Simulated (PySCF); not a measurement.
**Relaxation of doublet PbF3**

Computed with UPBE0 in PySCF with Pb def2-SVP with ECP60, F def2-SVP; scalar-relativistic core potentials, no spin–orbit coupling; density-fitted integrals. A (50,194) grid was used.

A hand-made T-shaped start, of C2v symmetry, held to at least that symmetry:

```xyz
4
charge 0 multiplicity 2, angstrom
Pb    0.0000    0.0000   -0.1595
F     0.0000    0.0000    1.9205
F     2.0787    0.0000   -0.0869
F    -2.0787    0.0000   -0.0869
```

Optimiser trace:
```tsv
step	E − E(last) (kJ/mol)	largest gradient (Eh/bohr)
0	25.90	0.03061
1	15.50	0.00545
2	9.46	0.00951
3	6.39	0.00734
4	3.55	0.00318
5	0.75	0.00437
6	0.05	0.00152
7	-0.02	0.00037
8	-0.01	0.00036
9	0.00	0.00007
```

It ends at C2v with Pb–F 2.079 Å, Pb–F 2.089 Å (×2); F–Pb–F 117.6° (×2), F–Pb–F 124.8° (after a last refinement on a finer grid). A frequency run shows 1 imaginary mode, down to 92i cm⁻¹, so it is a saddle point. Other isomers or separated fragments may lie lower.

No spin–orbit coupling is included, which matters more the heavier the element.

The relaxation took roughly 40 core-seconds on a shared host.
